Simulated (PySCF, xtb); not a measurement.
(Z)-2-chloro-3-fluorobut-2-ene (C4H6ClF), SMILES C/C(F)=C(\C)Cl.

GFN2-xTB (xtb) at its own geometry gives an orbital gap of 4.59 eV and a dipole moment of 3.45 D.

Geometry optimised at PBE-D3(BJ)/def2-SVP.

### Question
What does PBE/def2-TZVP (PySCF) give? (The exact figures need the calculation; the answer reports its results.)

### Answer
gap 4.86 eV (levels -5.60 and -0.74 eV), dipole 2.82 D.
